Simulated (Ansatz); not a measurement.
ClGeH₆NO₂Si (`[OH][GeH2][NH][SiH](O)Cl`). The species carries charge 0 and has multiplicity 1. The structure was optimised at the PBE0-D4/def2-TZVP level. It is one conformer, not always the lowest.

```xyz
12

O    -1.305    1.606    0.086
Ge   -1.016    0.174    1.130
N     0.643   -0.439    0.662
Si    1.126   -0.712   -0.957
O     0.115    0.117   -1.923
Cl    0.998   -2.691   -1.501
H    -0.825    2.384    0.382
H    -2.154   -0.766    0.732
H    -0.990    0.563    2.616
H     1.262   -0.700    1.415
H     2.548   -0.359   -1.140
H    -0.401    0.822   -1.504
```

Question: What is the dipole moment at ωB97M-V/def2-TZVPP? (Best estimate.)

Answer: Ansatz gave: 4.56 D, with components (0.14, 2.11, 4.04) D in this frame, pointing from negative to positive charge.

Question: And with PBE, r2SCAN, B3LYP? (Estimate.)

Answer: Ansatz gave: PBE 4.38 D, r2SCAN 4.48 D, B3LYP 4.53 D.

Question: Give the Mulliken charges with ωB97M-V, PBE, r2SCAN in def2-TZVPP. (Best estimate.)

Answer: The calculation gave: 
| atom | ωB97M-V | PBE | r2SCAN |
| --- | --- | --- | --- |
| O1 | -0.44 | -0.40 | -0.46 |
| Ge2 | 0.38 | 0.36 | 0.43 |
| N3 | -0.40 | -0.33 | -0.44 |
| Si4 | 0.59 | 0.54 | 0.70 |
| O5 | -0.39 | -0.35 | -0.41 |
| Cl6 | -0.23 | -0.24 | -0.27 |
| H7 | 0.18 | 0.18 | 0.20 |
| H8 | 0.04 | 0.01 | 0.01 |
| H9 | 0.02 | 0.00 | 0.00 |
| H10 | 0.11 | 0.14 | 0.15 |
| H11 | -0.05 | -0.09 | -0.11 |
| H12 | 0.20 | 0.20 | 0.21 |

B3LYP here is the variant with VWN-RPA as its local correlation; programs differ in this.
